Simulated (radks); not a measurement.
Valence configurations of Pr I (all share [Xe]). Method: Dirac Kohn-Sham, PBE, spin-unpolarised, spherical densities, point nucleus; open shells fill j = l - 1/2 first; computed with a radial shooting solver on a logarithmic mesh with Libxc functionals. Order these by energy: 4f3 6s2; 4f1 5d0.5 6s1.5 6p2; 4f1 5d2 6s2; 4f2 5d0.5 6s1.5 6p1; 4f3 5d0.5 6s1.5; 4f3 5d1 6s1; 4f1 6s2 6p2; 4f3 6s1 6p1.

Answer. From the lowest, in eV above it: 4f3 6s2 0.000; 4f3 5d0.5 6s1.5 0.713; 4f3 5d1 6s1 1.490; 4f3 6s1 6p1 2.142; 4f2 5d0.5 6s1.5 6p1 3.311; 4f1 5d2 6s2 6.780; 4f1 5d0.5 6s1.5 6p2 13.704; 4f1 6s2 6p2 14.644. NIST lists [Xe] 4f3 6s2 as the ground configuration; this level of theory agrees among the configurations tried. The energies are those of spherical spin-averaged densities, not of single terms. No valid solution was reached for [Xe] 4f3.5 6s1.5; [Xe] 4f4 6s1.
